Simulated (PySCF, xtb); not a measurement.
CH10N2Si2, SMILES C(N)[SiH2][SiH2]N. The values are those of a single conformer.

Harmonic wavenumbers (cm⁻¹) from GFN2-xTB (xtb) at its own minimum, in rising order: 20, 58, 106, 163, 166, 258, 298, 354, 442, 450, 540, 571, 619, 637, 702, 731, 766, 786, 816, 823, 888, 982, 1033, 1092, 1270, 1316, 1480, 1538, 1572, 2133, 2167, 2183, 2200, 2948, 2961, 3374, 3405, 3480, 3511.

### Question
What does B3LYP-D3(BJ)/def2-SVP (PySCF) give at its own minimum? (An estimate is asked for; the answer gives what the named calculation found.)

### Answer
41, 72, 98, 112, 175, 251, 289, 346, 412, 462, 524, 607, 634, 721, 753, 811, 827, 868, 887, 920, 921, 938, 1073, 1083, 1257, 1364, 1434, 1551, 1637, 2164, 2168, 2184, 2197, 3025, 3074, 3486, 3550, 3562, 3637. Paired by order, the mean absolute difference is 45 cm⁻¹ and the zero-point energies are 69.8 and 71.6 kcal/mol.
